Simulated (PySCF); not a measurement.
CHF2, charge -1, singlet, geometry from GFN2-xTB; MP2/aug-cc-pVDZ in PySCF.

Here is a job for PySCF.
```python
from pyscf import gto, scf, mp

mol = gto.M(
    atom='''
C    -0.122049   -0.004221    0.645091
F    -0.023478    1.132899   -0.272100
F     0.003141   -1.130746   -0.281877
H     0.915325    0.005947    1.115243
''',
    basis='aug-cc-pvdz',
    charge=-1,
    spin=0,
    verbose=4,
)

mf = scf.RHF(mol)
mf.kernel()

pt = mp.MP2(mf)
pt.kernel()
print('E(MP2) = %.10f' % pt.e_tot)
```

What the program printed (banner, timings and long lists left out):

```
PySCF version 2.14.0

[INPUT] verbose = 4
[INPUT] num. atoms = 4
[INPUT] num. electrons = 26
[INPUT] charge = -1
[INPUT] spin (= nelec alpha-beta = 2S) = 0
[INPUT] symmetry False subgroup None
[INPUT] Mole.unit = angstrom
[INPUT] Symbol           X                Y                Z      unit          X                Y                Z       unit  Magmom
[INPUT]  1 C     -0.122049000000  -0.004221000000   0.645091000000 AA   -0.230639183777  -0.007976533972   1.219045315422 Bohr   0.0
[INPUT]  2 F     -0.023478000000   1.132899000000  -0.272100000000 AA   -0.044366989953   2.140868836794  -0.514194478494 Bohr   0.0
[INPUT]  3 F      0.003141000000  -1.130746000000  -0.281877000000 AA    0.005935629757  -2.136800256447  -0.532670330814 Bohr   0.0
[INPUT]  4 H      0.915325000000   0.005947000000   1.115243000000 AA    1.729713564968   0.011238201263   2.107503832338 Bohr   0.0

nuclear repulsion = 65.470873014012
number of shells = 29
number of NR pGTOs = 116
number of NR cGTOs = 78
basis = aug-cc-pvdz
ecp = {}

******** <class 'pyscf.scf.hf.RHF'> ********
method = RHF
initial guess = minao
damping factor = 0
level_shift factor = 0
DIIS = <class 'pyscf.scf.diis.CDIIS'>
diis_start_cycle = 1
diis_space = 8
diis_damp = 0
SCF conv_tol = 1e-09
SCF conv_tol_grad = None
SCF max_cycles = 50
direct_scf = True
direct_scf_tol = 1e-13
Set gradient conv threshold to 3.16228e-05
Initial guess from minao.
init E= -237.010281642444
  HOMO = -0.164180283364431  LUMO = 0.0422410296817528  gap/eV = 5.61701
cycle= 1 E= -237.196843594848  delta_E= -0.187  |g|= 0.61  |ddm|= 1.96
  HOMO = -0.0931538302127688  LUMO = 0.16531760421456  gap/eV = 7.03337
cycle= 2 E= -237.243495237065  delta_E= -0.0467  |g|= 0.423  |ddm|= 0.656
  HOMO = -0.0865331593181198  LUMO = 0.168296821806927  gap/eV = 6.93428
cycle= 3 E= -237.271989843856  delta_E= -0.0285  |g|= 0.0418  |ddm|= 0.227
  HOMO = -0.0902670332761506  LUMO = 0.168917806837618  gap/eV = 7.05278
cycle= 4 E= -237.273483585871  delta_E= -0.00149  |g|= 0.0148  |ddm|= 0.139
  HOMO = -0.0919790400370939  LUMO = 0.168681144788964  gap/eV = 7.09292
cycle= 5 E= -237.273744188592  delta_E= -0.000261  |g|= 0.00488  |ddm|= 0.077
  HOMO = -0.090658214529606  LUMO = 0.168674919062823  gap/eV = 7.05681
cycle= 6 E= -237.273774769073  delta_E= -3.06e-05  |g|= 0.00149  |ddm|= 0.0352
  HOMO = -0.0910230524738536  LUMO = 0.168686871569515  gap/eV = 7.06707
cycle= 7 E= -237.27377707418  delta_E= -2.31e-06  |g|= 0.000411  |ddm|= 0.0116
  HOMO = -0.0909498749686151  LUMO = 0.168681120910723  gap/eV = 7.06492
cycle= 8 E= -237.273777311127  delta_E= -2.37e-07  |g|= 0.000123  |ddm|= 0.0043
  HOMO = -0.0909581930877366  LUMO = 0.168679368225916  gap/eV = 7.06510
cycle= 9 E= -237.273777329889  delta_E= -1.88e-08  |g|= 2.62e-05  |ddm|= 0.00125
  HOMO = -0.0909586312825654  LUMO = 0.168678115397492  gap/eV = 7.06508
cycle= 10 E= -237.273777330659  delta_E= -7.7e-10  |g|= 6.17e-06  |ddm|= 0.000168
  HOMO = -0.0909580281260833  LUMO = 0.168677903582496  gap/eV = 7.06505
Extra cycle  E= -237.273777330699  delta_E= -4.06e-11  |g|= 3.15e-06  |ddm|= 2.06e-05
converged SCF energy = -237.273777330699

******** <class 'pyscf.mp.mp2.RMP2'> ********
nocc = 13, nmo = 78
E(RMP2) = -237.848737615219  E_corr = -0.574960284519232
E(SCS-RMP2) = -237.830680557484  E_corr = -0.55690322678404
E_corr(same-spin) = -0.15351820919889
E_corr(oppo-spin) = -0.421442075320342
E(MP2) = -237.8487376152
```
